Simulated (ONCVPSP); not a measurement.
**u(r) = r·R(r): atom against pseudo-atom (Al)**

Columns: radius, all-electron u(r) and pseudo u(r) of the 2p shell (level -83.91 eV) of aluminium in the configuration [He] 2s2 2p6 3s1.5; PBE, scalar-relativistic, ONCV scheme, ONCVPSP 4.0.1.

| r (bohr) | all-electron | pseudo |
| --- | --- | --- |
| 0.050 | 0.1260 | 0.0660 |
| 0.100 | 0.3714 | 0.2519 |
| 0.150 | 0.6257 | 0.5118 |
| 0.200 | 0.8438 | 0.7787 |
| 0.250 | 1.0115 | 1.0049 |
| 0.300 | 1.1278 | 1.1668 |
| 0.350 | 1.1988 | 1.2519 |
| 0.400 | 1.2309 | 1.2662 |
| 0.450 | 1.2331 | 1.2444 |
| 0.500 | 1.2120 | 1.2129 |
| 0.550 | 1.1742 | 1.1740 |
| 0.600 | 1.1248 | 1.1246 |
| 0.650 | 1.0674 | 1.0673 |
| 0.700 | 1.0055 | 1.0054 |
| 0.750 | 0.9414 | 0.9412 |
| 0.800 | 0.8768 | 0.8767 |
| 0.850 | 0.8131 | 0.8130 |
| 0.900 | 0.7512 | 0.7511 |
| 0.950 | 0.6918 | 0.6917 |
| 1.000 | 0.6353 | 0.6352 |
| 1.050 | 0.5821 | 0.5820 |
| 1.100 | 0.5321 | 0.5320 |
| 1.150 | 0.4856 | 0.4855 |
| 1.200 | 0.4423 | 0.4423 |
| 1.250 | 0.4023 | 0.4023 |
| 1.300 | 0.3654 | 0.3654 |

How many radial nodes do the two functions have?

The all-electron 2p function has n − l − 1 = 0; the pseudo-wave has 0.

At about which radius was the pseudo-wave matched?

0.55 bohr, where the columns begin to agree (steps of 0.05 bohr).

Is the pseudo-wave norm-conserving?

Yes: the ONCV scheme keeps the norm inside the radius equal to the all-electron one, which fixes the energy derivative of the logarithmic derivative at the level.
